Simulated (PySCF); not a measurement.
BeO, SMILES [O]=[Be]. Heavy atoms are numbered as in [Be:1]=[O:2].

Coordinates come from a B3LYP-D3(BJ)/def2-TZVPD optimisation.

All values below come from M06-2X/def2-TZVPD run with PySCF.

Mulliken values depend strongly on the basis, most of all with diffuse functions as here. ESP charges are fitted to the potential on shells at 1.4 to 2.0 van der Waals radii. Atomic charges (e), one atom of each kind:

```tsv
atom	Mulliken	ESP fit	meta-Löwdin
Be1	-0.03	1.06	1.44
O2	0.03	-1.06	-1.44
```
